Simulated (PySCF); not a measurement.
# Field gradients at the hydrogen positions

Species: C7H9F.
Structure used (GFN2-xTB), in Å, numbered top down from 1:
```
atom  x, y, z in Å
C1    -0.3032    1.8844    0.8261
C2    -0.7014    0.7018    0.3838
C3    -2.0675    0.0658    0.2718
C4    -1.4039   -1.1464   -0.4134
C5    -0.0690   -0.4656   -0.2240
C6     1.1740   -0.8424   -0.5006
C7     2.4548   -0.1273   -0.2502
F8     1.3579   -2.0536   -1.0989
H9    -1.0141    2.5892    1.2241
H10    0.7251    2.2002    0.8071
H11   -2.5365   -0.1558    1.2289
H12   -2.7731    0.6184   -0.3460
H13   -1.6855   -1.2927   -1.4549
H14   -1.5058   -2.0939    0.1134
H15    3.1882   -0.8305    0.1428
H16    2.8487    0.2835   -1.1807
H17    2.3043    0.6771    0.4607
```

Level: B3LYP/pcJ-1 (PySCF, non-relativistic); Q(2H) = 0.00286 b; rigid geometry, the same for H and D, with no vibrational averaging.

**Question.** Tabulate Vzz, the asymmetry η and χzz = 234.96 MHz × Q × Vzz for every hydrogen position.

**Answer.** 
```tsv
atom	bonded to	bond length (Å)	Vzz (au)	η	χzz (kHz)
H9	C1	1.077	0.3273	0.07	220
H10	C1	1.076	0.3315	0.08	223
H11	C3	1.089	0.3020	0.01	203
H12	C3	1.089	0.3019	0.01	203
H13	C4	1.089	0.3010	0.00	202
H14	C4	1.089	0.3009	0.00	202
H15	C7	1.089	0.2979	0.04	200
H16	C7	1.091	0.2973	0.03	200
H17	C7	1.084	0.3078	0.04	207
```

**Question.** How does χzz go with the bond length over the 9 C–H bonds?

**Answer.** A straight-line fit has a slope of -15.4 kHz for each 0.01 Å, with a correlation coefficient of -0.99, over lengths from 1.076 to 1.091 Å. The longer bonds have the smaller couplings here.

Geometry: GFN2-xTB; no solvent, vibrations or thermal averaging. GFN2-xTB bond lengths can be off by several hundredths of an ångström, more for odd bonds, and the gradients follow them. The basis is small and wasn't made for field gradients, so the couplings can be 20 % off.

The run behind these numbers computed spin–spin couplings as well. The run took 2.6 min on one thread of an Arm Neoverse N1 (shared host).
